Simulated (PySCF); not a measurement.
Cd(OH)(SiH3), SMILES [OH][Cd][SiH3] at its PBE0/def2-SVP optimised geometry (Å):

```
7

Cd    -1.3913    -1.6268     1.9653
O     -2.1541    -2.5846     3.5190
H     -1.4936    -3.0159     4.0719
Si    -0.5213    -0.4006     0.0000
H      0.9761    -0.4006     0.0000
H     -0.9761     1.0256     0.0000
H     -0.9761    -1.0256    -1.2819
```

Method: PBE0/def2-TZVP, def2 effective core potentials past Kr run with PySCF. The core electrons that the potentials of Cd replace are not part of the density.

Map of the electron localisation function on the plane z = 1.5 Å:

```
|                               |
|                               |
|                               |
|                               |
|                               |
|                               |
|                               |
|          ...                  |
|         .....                 |
|         .....                 |
|          ....                 |
|          ....                 |
|         .....                 |
|       ...:::..                |
|     .::--===-:..   ..         |
|   ..:--=+*##*=-.......        |
|   .:---=+*#%%#=:......        |
|  .::::---=+#%%*-:.....        |
|  .::::::::-=*#*=:....         |
|  .::::-==---=+*=:.            |
| ...::-+##*=--=+=:.            |
|  ..:-=#@@@*-:-==:.            |
|  ..:-+#@@@#=::--:.            |
|  ..:-=#@@@#=::--:.            |
|  ..::-+###+-:::::.            |
|   ..::-=+=--::::.             |
|    ..::---::::::.             |
|    ....::::::::.              |
|     ......:::...              |
|      .........                |
|        .....                  |
```
Scale: ten equal steps from 0.000 (start of ' ') to 0.802 (end of '@'), in the order ' .:-=+*#%@'; x runs from -3.50 to 3.50, y from -3.50 (bottom) to 3.50 (top).
